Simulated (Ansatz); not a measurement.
A nudged elastic band was laid between two geometries of BH4NO + H3N (11 atoms, charge 0, multiplicity 1).

All numbers below come from RHF/6-31G* (Ansatz 0.2.0).

```yaml
movable_images: 7
climbing_image: yes
spring: 5.0 eV/Å²
optimiser: quadratic models (default)
start_path: straight line
force_threshold: 0.03 eV/Å
iteration_limit: 60
end_points: relaxed
```

Image 0:

```xyz
11
Properties=species:S:1:pos:R:3
B 0.053 -0.601 -0.280
O -0.183 -0.599 1.068
H -1.093 -0.739 1.283
N 1.356 -0.377 -0.738
H 2.128 -0.252 -0.121
H 1.598 -0.382 -1.702
H -0.833 -0.783 -1.060
N -0.186 2.776 1.360
H 0.358 2.899 0.526
H 0.234 3.344 2.071
H -0.078 1.818 1.635
```

Image 8:

```xyz
11
Properties=species:S:1:pos:R:3
B -0.233 0.842 -0.609
O 0.728 0.127 2.982
H 0.264 -0.699 2.970
N 0.653 -0.066 -1.216
H 0.344 -0.757 -1.860
H 1.631 -0.103 -1.033
H -1.395 0.787 -0.880
N 0.195 1.802 0.351
H 1.157 2.030 0.485
H -0.412 2.538 0.637
H 0.422 0.603 2.217
```

Task: Which bonds break or form, and what moves?

Result: Bonds broken: B1–O2, N8–H11. Bonds formed: B1–N8, O2–H11. BH4NO + H3N becomes BH5N2 + H2O.

Task: Give the energies along the band, and the barrier.

Result: It converged. The highest image is number 5 of 0 to 8, 206.9 kJ/mol above the first end and 172.3 kJ/mol above the last; the last end lies 34.6 kJ/mol above the first. Neighbouring images differ by up to 1.6 eV, so the band resolves the path poorly. Another band between the same ends (7 images) ends at a top of the same energy, where a vibrational analysis finds 1 clearly imaginary mode. The orbitals stay closed-shell, which can raise the energy where a bond breaks towards radicals; this wasn't checked here.

```tsv
image	path coordinate (Å)	energy (kJ/mol)	B1–O2 (Å)	N8–H11 (Å)	B1–N8 (Å)
0	0.00	0.0	1.37	1.00	3.76
1	0.92	0.5	1.37	1.00	3.38
2	1.83	3.2	1.37	1.00	3.01
3	2.75	20.3	1.38	1.00	2.48
4	3.66	50.9	1.43	1.00	1.80
5	4.58	206.9	1.62	1.34	1.58
6	5.83	75.0	2.62	2.08	1.43
7	7.08	36.8	3.39	2.30	1.42
8	8.33	34.6	3.79	2.23	1.42
```

Task: What is the geometry of the highest image?

Result: 
```xyz
11
Properties=species:S:1:pos:R:3
B 0.035 0.378 0.220
O 0.590 0.054 1.708
H -0.073 -0.327 2.270
N 1.068 -0.052 -0.755
H 1.327 -1.013 -0.642
H 0.774 0.065 -1.706
H -1.113 -0.006 0.164
N 0.123 1.919 0.545
H 0.845 2.411 0.055
H -0.720 2.457 0.564
H 0.497 1.217 1.619
```

The run took 4.6 min on 1 thread of Arm Neoverse V1, on a shared host, peak memory 0.15 GiB.
